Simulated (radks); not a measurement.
Species: Cr2+. Configuration: [Ar] 3d4. All-electron calculation, Dirac Kohn-Sham, PBE, spin-unpolarised, spherical densities, point nucleus; open shells fill j = l - 1/2 first. Program: a radial shooting solver on a logarithmic mesh with Libxc functionals.

Spin-orbit splittings of the eigenvalues, e(l+1/2) - e(l-1/2), with zeta = 2 splitting/(2l+1) and mean radii in bohr:

| shell | occ. | splitting (eV) | zeta (eV) | <r> j=l-1/2 | <r> j=l+1/2 |
|---|---|---|---|---|---|
| 2p | 6 | 8.647 | 5.765 | 0.2579 | 0.2608 |
| 3p | 6 | 1.032 | 0.6881 | 0.9506 | 0.9592 |
| 3d | 4 | ? | ? | 1.226 | 1.231 |

Estimate the 3d splitting.

Answer. 0.09457 eV (zeta = 0.03783 eV).
